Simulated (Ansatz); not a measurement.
ZrCl4. Charge 0, multiplicity 1. Geometry r2SCAN-D4/def2-SVP; atoms count from 1.

```xyz
5

Zr    0.000    0.000    0.000
Cl   -1.683   -1.592   -0.238
Cl    1.647   -0.819    1.427
Cl   -0.900    1.953    0.894
Cl    0.935    0.459   -2.083
```

In the def2 sets Zr takes a core potential; there is no spin–orbit coupling.

Q: Estimate the Mulliken populations from the PBE0/def2-TZVP orbitals of Ansatz.

A: 
```json
{"atom": "Zr1", "charge (e)": "1.34", "d electrons": "1.99"}
{"atom": "Cl2", "charge (e)": "-0.33", "d electrons": "–"}
{"atom": "Cl3", "charge (e)": "-0.33", "d electrons": "–"}
{"atom": "Cl4", "charge (e)": "-0.33", "d electrons": "–"}
{"atom": "Cl5", "charge (e)": "-0.33", "d electrons": "–"}
```
Mulliken values depend strongly on the basis.

Q: And the Mayer bond orders between heavy atoms (over 0.3)?

A: Zr1–Cl2 1.11 (2.33 Å); Zr1–Cl3 1.11 (2.33 Å); Zr1–Cl4 1.11 (2.33 Å); Zr1–Cl5 1.11 (2.33 Å).
